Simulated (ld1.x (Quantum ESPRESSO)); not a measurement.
Results of a calculation; reference values are marked as such.
Potentials for S compared

Generated with ld1.x 7.5 (TM, RRKJ, ultrasoft, PAW), atompaw 4.2 or ONCVPSP 4.0.1. The cutoff is in Ry: for ld1.x and atompaw files where the sum of valence levels is converged to 10 mRy in a Bessel basis, for ONCV files where the hardest occupied wave has 1 mHa per electron of residual kinetic energy. The error is the largest all-electron minus pseudo excitation energy over each file’s own four to seven test configurations (ionisations up to +4, promotions, holes and added fractions of an electron), all of which were solved. The labels leave out finer settings (local radius, basis sizes, second energies), which also bear on the numbers. Spin-polarised tests are not counted. The rows are a selection from randomly drawn settings: files with unsolved tests, undetermined cutoffs or missed reference levels are left out.

```tsv
potential	cutoff (Ry)	largest error (meV)	bound ghosts
ultrasoft, PBEsol, scalar-relativistic, rc 1.40/1.45/1.20 (spd), local smoothed, core correction no, reference 3s2 3p3	18	+70	none
TM, LDA (PZ), scalar-relativistic, rc 1.40/1.55/1.50 (spd), local p, core correction no, reference 3s2 3p3.5	40	+330	none
ultrasoft, Wu–Cohen, scalar-relativistic, rc 1.70/1.65 (sp), local smoothed, core correction no, reference 3s2 3p4	18	+39	none
RRKJ, LDA (PZ), scalar-relativistic, rc 1.10/1.60 (sp), local s, core correction yes, reference 3s2 3p4	60	+115	none
TM, PBE, scalar-relativistic, rc 0.95/1.75/1.30 (spd), local s, core correction yes, reference 3s2 3p3.75	90	+346	none
ultrasoft, PBEsol, scalar-relativistic, rc 1.40/1.85/1.40 (spd), local smoothed, core correction yes, reference 3s2 3p3	18	+100	none
```

(1) Fill in the row for S: ultrasoft, LDA (PZ), non-relativistic, rc 1.30/1.35 (sp), local smoothed, core correction yes, reference 3s2 3p4.

Results:

(1) cutoff 21 Ry, largest error +19 meV, bound ghosts: none.
